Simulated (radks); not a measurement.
All-electron atom: N2+ in [He] 2s2 3s1 (not the ground configuration).

Calculated with a radial shooting solver on a logarithmic mesh with Libxc functionals: Dirac Kohn-Sham, PBE, spin-unpolarised, spherical densities, point nucleus.

Energy parts (eV):
total: -1412.166
kinetic: 1411.230
electron-nucleus: -3116.302
Hartree: 438.933
exchange-correlation: -146.028

Orbitals (lengths in bohr, moments of r in powers of bohr; <r^-3> diverges for s and p1/2; r(max) is where P^2 peaks):
1s1/2: occ. 2; eigenvalue (eV) -439.9759; <r^4> 0.01315; <r> 0.2291; r(max) 0.1482; small-component weight 5.88e-04
2s1/2: occ. 2; eigenvalue (eV) -58.4482; <r^4> 3.760; <r> 1.115; r(max) 0.9254; small-component weight 8.97e-05
2p1/2: occ. 0; eigenvalue (eV) -47.3583; <r^4> 3.710; <r> 1.050; r(max) 0.8137; small-component weight 8.00e-05
2p3/2: occ. 0; eigenvalue (eV) -47.3227; <r^-3> 5.532; <r^4> 3.719; <r> 1.051; r(max) 0.8143; small-component weight 8.00e-05
3s1/2: occ. 1; eigenvalue (eV) -16.8621; <r^4> 180.9; <r> 3.125; r(max) 2.870; small-component weight 2.30e-05
3d3/2: occ. 0; eigenvalue (eV) -11.3362; <r^-3> 0.1072; <r^4> 233.4; <r> 3.185; r(max) 2.742; small-component weight 1.69e-05
3d5/2: occ. 0; eigenvalue (eV) -11.3354; <r^-3> 0.1071; <r^4> 233.5; <r> 3.185; r(max) 2.743; small-component weight 1.69e-05

The highest occupied level is 3s1/2 at -16.862 eV. The configuration is held as typed, so some empty levels lie below it. Summed over all electrons, <r^2> = 14.13 bohr^2, which gives a Langevin (diamagnetic) susceptibility term of -11.2 x 10^-6 cm^3/mol.
